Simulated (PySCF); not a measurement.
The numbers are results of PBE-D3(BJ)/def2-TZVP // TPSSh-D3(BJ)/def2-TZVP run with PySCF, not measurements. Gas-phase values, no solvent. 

Reference species (SMILES): `[Br][GaH][Br]` (neutral, multiplicity 1).

| Quantity | Result |
|---|---|
| dipole moment | 1.33 D |

Changed species: `[Br][Ga]([Br])[Br]` (whole molecule; the reference has whole molecule).

Predict the effect on the dipole moment.

the dipole moment decreases by 1.33 D, to 0.00 D.
